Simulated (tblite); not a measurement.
A geometry optimisation, step by step.

Species: C6H9BN2.
Atom-mapped SMILES: `[CH2:1]=[CH:2]/[CH:3]=[CH:4]/[B:5]([C:6]#[N:7])[NH:8][CH3:9]` (hydrogens: H10, H11 on C1; H12 on C2; H13 on C3; H14 on C4; H15 on N8; H16, H17, H18 on C9)

Computed with GFN2-xTB (tblite), gas phase: L-BFGS steps from a force-field or distance-geometry start until the largest atomic force falls under 0.01 eV/Å. 5 of its 195 geometries are shown.

Step 0: E = -663.8134 eV, largest atomic force 3.729 eV/Å
```
atom  x, y, z in Å  |  force x, y, z in eV/Å
C1      3.973   -0.574   -0.549    0.037   0.655   0.302
C2      2.853    0.008   -0.125    0.241  -1.038  -0.412
C3      1.540   -0.595   -0.263    0.586   0.811   0.112
C4      0.515    0.114    0.211   -1.984  -1.097   0.302
B5     -0.972   -0.413    0.136   -1.534   2.601   0.580
C6     -1.558   -0.804   -1.264   -0.447  -0.928  -1.853
N7     -1.976   -1.099   -2.321    1.098   0.805   2.739
N8     -2.024    0.157    1.092    2.731  -2.010  -1.551
C9     -3.339   -0.194    0.646   -1.370   0.644  -0.275
H10     4.010   -1.517   -1.042   -0.025  -0.316  -0.163
H11     4.888   -0.041   -0.384    0.396  -0.171  -0.139
H12     2.937    0.961    0.377   -0.286   0.015  -0.021
H13     1.381   -1.563   -0.745    0.346   0.431   0.199
H14     0.638    1.067    0.704    0.299  -0.045  -0.013
H15    -1.816    0.012    2.077   -0.254   0.379  -0.260
H16    -3.523    0.386   -0.291   -0.020  -0.395   0.553
H17    -3.377   -1.254    0.383   -0.581   0.010   0.192
H18    -4.161    0.092    1.349    0.767  -0.349  -0.293
```

Step 48: E = -664.8858 eV, largest atomic force 0.078 eV/Å
```
atom  x, y, z in Å  |  force x, y, z in eV/Å
C1      3.947   -0.629   -0.533   -0.015  -0.029   0.027
C2      2.874   -0.013   -0.042    0.010   0.017  -0.009
C3      1.514   -0.365   -0.368    0.009   0.002   0.007
C4      0.442    0.174    0.234    0.017   0.043   0.002
B5     -1.026   -0.220   -0.065   -0.028   0.019   0.028
C6     -1.343   -0.912   -1.390   -0.025  -0.017  -0.010
N7     -1.523   -1.405   -2.411   -0.050  -0.049  -0.035
N8     -2.029    0.064    0.847   -0.029  -0.013   0.065
C9     -3.439   -0.259    0.756   -0.012   0.034  -0.009
H10     3.859   -1.459   -1.216   -0.014   0.034  -0.013
H11     4.948   -0.343   -0.254   -0.027   0.005  -0.021
H12     2.991    0.808    0.655    0.033  -0.022   0.002
H13     1.367   -1.125   -1.126    0.067  -0.002   0.000
H14     0.627    0.925    0.997    0.035  -0.004   0.046
H15    -1.785    0.524    1.711    0.033   0.008  -0.010
H16    -3.883    0.219   -0.120   -0.009  -0.041  -0.031
H17    -3.587   -1.339    0.668    0.006   0.058  -0.010
H18    -3.963    0.096    1.643    0.000  -0.043  -0.029
```

Step 97: E = -664.9119 eV, largest atomic force 0.045 eV/Å
```
atom  x, y, z in Å  |  force x, y, z in eV/Å
C1      3.938   -0.515   -0.691    0.022   0.003  -0.009
C2      2.904   -0.067    0.015   -0.006   0.004   0.007
C3      1.531   -0.375   -0.300    0.000   0.010  -0.001
C4      0.473    0.056    0.407   -0.008   0.001  -0.010
B5     -0.998   -0.281    0.052    0.008  -0.022  -0.003
C6     -1.313   -1.110   -1.198   -0.008  -0.017   0.007
N7     -1.552   -1.723   -2.139    0.008  -0.007  -0.002
N8     -2.055    0.140    0.842    0.000   0.008   0.005
C9     -3.455   -0.168    0.632   -0.017   0.004   0.004
H10     3.803   -1.153   -1.548   -0.015   0.007  -0.006
H11     4.953   -0.259   -0.439    0.021  -0.012   0.008
H12     3.071    0.570    0.875   -0.014   0.000   0.006
H13     1.371   -0.993   -1.175    0.008   0.003  -0.004
H14     0.678    0.665    1.283   -0.004   0.019  -0.009
H15    -1.882    0.715    1.653    0.008  -0.014   0.003
H16    -3.820    0.271   -0.299    0.023   0.028  -0.027
H17    -3.596   -1.248    0.565   -0.027  -0.004   0.004
H18    -4.059    0.215    1.452   -0.001  -0.011   0.029
```

Step 146: E = -664.9541 eV, largest atomic force 0.105 eV/Å
```
atom  x, y, z in Å  |  force x, y, z in eV/Å
C1      3.986   -0.375   -0.659   -0.051  -0.072   0.049
C2      2.884   -0.041    0.008    0.029   0.006   0.005
C3      1.548   -0.445   -0.362   -0.006   0.041  -0.027
C4      0.458   -0.113    0.349    0.000  -0.009   0.025
B5     -1.018   -0.465    0.029   -0.070   0.014   0.040
C6     -1.393   -1.450   -1.082    0.019  -0.003  -0.075
N7     -1.665   -2.175   -1.931    0.018   0.032   0.074
N8     -2.026    0.137    0.770   -0.054  -0.015  -0.089
C9     -3.458    0.000    0.628    0.029   0.019  -0.057
H10     3.948   -1.008   -1.530   -0.005   0.037  -0.034
H11     4.962   -0.051   -0.339    0.000   0.000  -0.029
H12     2.962    0.580    0.893   -0.004   0.001  -0.004
H13     1.451   -1.022   -1.272   -0.001  -0.043   0.016
H14     0.632    0.477    1.245    0.020   0.042   0.025
H15    -1.772    0.808    1.482   -0.015   0.015   0.020
H16    -3.902    0.899    0.185    0.068  -0.021   0.068
H17    -3.683   -0.841   -0.023    0.031  -0.043  -0.038
H18    -3.924   -0.173    1.599   -0.008   0.000   0.031
```

Step 194: E = -664.9772 eV, largest atomic force 0.008 eV/Å
```
atom  x, y, z in Å  |  force x, y, z in eV/Å
C1      3.949   -0.497   -0.672    0.002   0.001  -0.004
C2      2.897   -0.039    0.002    0.000   0.002  -0.003
C3      1.536   -0.408   -0.300    0.000   0.001   0.002
C4      0.462    0.049    0.366    0.000  -0.005   0.005
B5     -1.004   -0.342    0.047   -0.002  -0.001   0.000
C6     -1.304   -1.314   -1.100    0.004  -0.002  -0.007
N7     -1.514   -2.042   -1.963    0.000   0.004   0.007
N8     -2.058    0.173    0.783   -0.003   0.001  -0.005
C9     -3.467   -0.087    0.614    0.002  -0.001   0.003
H10     3.832   -1.182   -1.496    0.001  -0.001   0.001
H11     4.956   -0.205   -0.429    0.001  -0.002   0.002
H12     3.038    0.650    0.827   -0.003  -0.004  -0.003
H13     1.401   -1.098   -1.124   -0.001   0.006   0.005
H14     0.650    0.738    1.185   -0.004   0.002  -0.002
H15    -1.870    0.814    1.542   -0.002  -0.002  -0.002
H16    -4.009    0.838    0.397    0.003   0.001   0.000
H17    -3.611   -0.780   -0.212    0.000   0.000  -0.002
H18    -3.892   -0.527    1.521    0.001   0.001   0.003
```

Problem. Summarise the path.

Solution. The energy falls by 1.1638 eV from step 0 to step 194; nine tenths of that is first reached at step 36. It rises by more than 0.2 meV at step 134. The largest force goes from 3.729 to 0.008 eV/Å. Among the bonds B5–N8 changes most, from 1.532 to 1.385 Å; the atoms move by 0.586 Å rms after alignment.

The cost below is that of the whole relaxation. On one thread, Arm Neoverse V1 (aarch64), no GPU, shared host with 32 logical CPUs at a one-minute load of 18, this took 1.4 s.
